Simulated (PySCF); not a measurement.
## Pd(OH)₂, triplet: computed properties

These are results of UPBE0/[Pd def2-SVP with ECP28, O def2-SVP, H def2-SVP], scalar-relativistic core potentials, density fitting, no spin–orbit coupling, PySCF, not measurements.

The structure is a minimum.

- Point group: C2h
- Bond lengths: O–H 0.966 Å (×2), Pd–O 1.889 Å (×2)
- Bond angles: H–O–Pd 118.8° (×2), O–Pd–O 180.0°
- Rotational constants: 12.85, 0.1344, 0.133 cm⁻¹
- Principal polarisabilities: 23.7, 24.2, 73.4 bohr³
- Heat capacity Cp at 298.15 K: 68.2 J/(mol K)
- Lowest empty level (β): -3.92 eV
- Atomisation energy without zero-point energy: 1351 kJ/mol
- Principal quadrupole moments (Buckingham, traceless) about the centre of mass: -11.16, -1.10, 12.26 D Å
- Rotational symmetry number: 2
- Entropy at 298.15 K and 1 bar (electronic part: spin only): 294.5 J/(mol K)
- Spin squared ⟨S²⟩: 2.007
- Zero-point energy: 67.9 kJ/mol
- Dipole moment: 0.00 D
- Highest occupied level (α): -7.50 eV
- Enthalpy at 298.15 K above 0 K: 15.05 kJ/mol

Harmonic modes (masses in u: Pd 105.903, O 15.995, H 1.008):
```csv
symmetry,ω (cm⁻¹),IR (km/mol),μ (u)
au,103,0.0,5.06
bu,204,13.5,4.91
au,546,183,1.20
ag,599,0.0,12.83
ag,679,0.0,1.06
bu,680,130,13.45
bu,808,222,1.19
bu,3862,261,1.07
ag,3866,0.0,1.07
```

In C2h the vibrations span 2au + 4bu + 3ag. The ag modes carry no infrared intensity, as symmetry demands. With a centre of inversion only u modes can be infrared active and only g modes Raman active.

Charges (e):
| atom | Mulliken | Löwdin | polar tensor | spin (Mulliken) | Mayer order to Pd1 |
| --- | --- | --- | --- | --- | --- |
| Pd1 | 0.46 | 0.11 | 0.80 | 1.33 | – |
| O2,3 | -0.43 | -0.14 | -0.69 | 0.34 | 1.06 |
| H4,5 | 0.20 | 0.09 | 0.29 | -0.01 | 0.02 |
Other Mayer orders above 0.3: O–H 0.95 (×2).

Mulliken populations on Pd1 (electrons outside its core potential): s 2.51, p 6.31, d 8.71, f 0.01.

Only a few start shapes were tried, so a lower isomer may exist. With open d or f shells other occupations or spin states may lie lower.

The final relaxation and frequency run took 83 s on 2 threads of a shared Arm Neoverse N1 host, with 69 basis functions and 13 gradients; the process peaked at 0.98 GiB. Launch command: `OMP_NUM_THREADS=2 python axn.py task.json out`.
